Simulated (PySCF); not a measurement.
# Cost of excited-state runs on SMILES N#Cc1ccccc1[NH2+], [C7H6N2]+, doublet, charge +1

Bonds (- single, = double, # triple, : aromatic): N1#C2 1.146 Å, C2-C3 1.412 Å, C3:C4 1.384 Å, C4:C5 1.394 Å, C5:C6 1.407 Å, C6:C7 1.369 Å, C7:C8 1.425 Å, C8-N9 1.323 Å, C8:C3 1.445 Å. C4 carries H10; C5 carries H11; C6 carries H12; C7 carries H13; N9 carries H14, H15. Formal charges: N9 +1.

Total charge +1.

PySCF with density fitting, on 1 thread of an Arm Neoverse V2, shared host. Command: `OMP_NUM_THREADS=1 python excited_run.py task.json out`

Question: How long does each of these runs take, and how much memory?
- open-shell absorption, CAM-B3LYP/def2-SVP; 4 states; Tamm-Dancoff; level shift 0.1 Eh
- open-shell absorption, CAM-B3LYP/def2-SVP; 10 states; full response; IEF-PCM toluene
- open-shell absorption, CAM-B3LYP/def2-SVP; 10 states; full response; writes grids

Answer: 
```
                  run               level  basis functions  wall time  peak memory (GiB)
open-shell absorption  CAM-B3LYP/def2-SVP              156       55 s               0.74
open-shell absorption  CAM-B3LYP/def2-SVP              156       53 s               0.77
open-shell absorption  CAM-B3LYP/def2-SVP              156       68 s               0.67
```
Times from a shared host are rough.
